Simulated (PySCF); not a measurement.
A structure optimised at PBE0-D3(BJ)/def2-TZVP, used in a PySCF frequency run:

```
In
H 1 1.7123
H 1 1.7124 2 129.17
Se 1 2.5076 2 114.17 3 180.00
H 4 1.4684 1 92.91 2 180.00
```

Problem. Write its SMILES, formula and point group.

Solution. [SeH][InH2], H3InSe, Cs

Problem. What are its rotational constants (standard atomic weights)?

Solution. 72.610, 1.6685, 1.6310 GHz
